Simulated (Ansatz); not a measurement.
Consider the ligand exchange at the Si–N bond: `[SiH3]/N=C\N[SiH3]` + `C=C[SiH](O)F` → `C=C[SiH](F)O[SiH3]` + `N/C=N/[SiH3]`.

Computed with Ansatz on PBE0-D4/def2-TZVP structures; ΔE is electronic, products minus reactants. CBS: MP2 limit from def2 TZ/QZ plus the TZ coupled-cluster correction, frozen cores. Double bonds are as drawn, so ΔE can hold a change between cis and trans. Functionals use def2-TZVPP. B3LYP here is the variant with VWN-RPA as its local correlation; programs differ in this. One conformer a species, not always the lowest.

```json
{"species": "`[SiH3]/N=C\\N[SiH3]`", "B3LYP energy (Eh)": "-731.55646"}
{"species": "`C=C[SiH](O)F`", "B3LYP energy (Eh)": "-544.02867"}
{"species": "`C=C[SiH](F)O[SiH3]`", "B3LYP energy (Eh)": "-834.79418"}
{"species": "`N/C=N/[SiH3]`", "B3LYP energy (Eh)": "-440.82240"}
```

(1) Work out ΔE.

Largest T1 diagnostic among the species: 0.014.

Results:

(1) ΔE = (-834.79418) + (-440.82240) − (-731.55646) − (-544.02867) = -0.03145 Eh = -82.6 kJ/mol. CCSD(T)/CBS gives -75.3 kJ/mol.

In def2-TZVPP, CCSD(T) changes the Hartree–Fock value by +23.3 kJ/mol (the triples alone add +3.6 kJ/mol) and MP2 by +22.6 kJ/mol. From BLYP to BHLYP (50 % exact exchange), in def2-TZVPP and without D4, ΔE moves by −8.1 kJ/mol.
